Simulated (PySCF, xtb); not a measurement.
dithienylperfluorocyclopentene, closed form (C₁₅H₁₀F₆S₂), SMILES C[C@]12SC=CC1=C1C(=C3C=CS[C@@]32C)C(F)(F)C(F)(F)C1(F)F.

GFN2-xTB (xtb) at its own geometry gives an orbital gap of 1.42 eV and a dipole moment of 5.81 D.

Geometry optimised at B3LYP-D3(BJ)/def2-SVP. The values are those of a single conformer.

Q: What does PySCF with HF/def2-SVP give? (Estimate from the structure and the level; the computed values follow.)

A: gap 8.15 eV (levels -7.64 and 0.52 eV), dipole 4.37 D.
